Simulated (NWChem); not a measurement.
System: C$_{2}$H$_{6}$ClSn cation; SMILES [CH3][Sn+]([CH3])[Cl]

Results from NWChem. Not confirmed as a minimum by frequencies. def2 effective core potentials on Sn; no spin-orbit coupling. B3LYP is NWChem's, with the RPA form of VWN correlation. Each level has its own optimisation.

```csv
level,r C–Sn (Å),r Cl–Sn (Å)
"B3LYP/3-21G (all-electron, non-relativistic)",2.154,2.382
"Hartree-Fock/3-21G (all-electron, non-relativistic)",2.140,2.366
"Hartree-Fock/STO-3G (all-electron, non-relativistic)",2.088,2.267
PBE0/def2-SVP (core potentials),2.117,2.295
```
